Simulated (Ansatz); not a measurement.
**Which method gave which barrier?**

Saddle point of Si₂H₇ClO, closed shell (Si₂H₆O ([OH][SiH2][SiH3]) + HCl → Si₂H₅Cl ([SiH3][SiH2][Cl]) + H₂O; bonds formed: Si1–Cl7, O2–H6; bonds broken: Si1–O2, H6–Cl7), PBE0-D4/def2-TZVP structure:

```xyz
11
angstrom
Si -0.0208 0.2215 -0.6282
O -1.2842 1.5316 0.0666
H -1.3002 -0.3159 -1.2467
H 0.6979 0.6588 -1.8490
Si 0.7335 -1.6405 0.5597
H -0.7552 2.2692 0.4302
Cl 1.2949 1.5984 0.6946
H -1.9872 1.8103 -0.5332
H 0.3097 -2.9008 -0.1143
H 2.2101 -1.6316 0.7131
H 0.1016 -1.6009 1.9071
```

Computed with Ansatz 0.2.0 (basis: def2-TZVPP, with def2-QZVPP for the basis limit); correlated methods freeze the cores. Extrapolation: Hartree–Fock as exp(−7.88 √X), correlation as X^−2.97. Four methods, as single points on the PBE0-D4 structures, gave these electronic barriers from the start structure: 17.73, 20.56, 22.22, 28.05 kcal/mol.

**Question.** The methods were, in alphabetical order, BHLYP-D4, BLYP-D4, HF, PBE0-D4. Which gave which? (A judgement: the text doesn't fix the answer.)

**Answer.** Computed: PBE0-D4 17.73; BLYP-D4 20.56; BHLYP-D4 22.22; HF 28.05 kcal/mol. For comparison, CCSD(T) at an estimated basis limit (MP2 extrapolated from triple and quadruple zeta, plus CCSD(T) − MP2 in triple zeta) gives 20.04 kcal/mol.

No T1 diagnostic of these runs exceeds 0.012.

Hydrogen chloride, the by-product of chloride precursors, can attack films and sites by steps of this kind.

Labels in which every atom is bracketed show which atoms are joined, not bond orders.

For scale, one of the runs: CCSD(T)/def2-TZVPP, 255 basis functions, launched by `ansatz run in.yaml --threads 3 --pin off --events-out ev --progress --plain --max-ram 6092MiB`. Time: 2.3 min of wall clock on 3 CPU threads of an Intel Xeon; the host was shared. Peak host memory: 2.4 GiB.
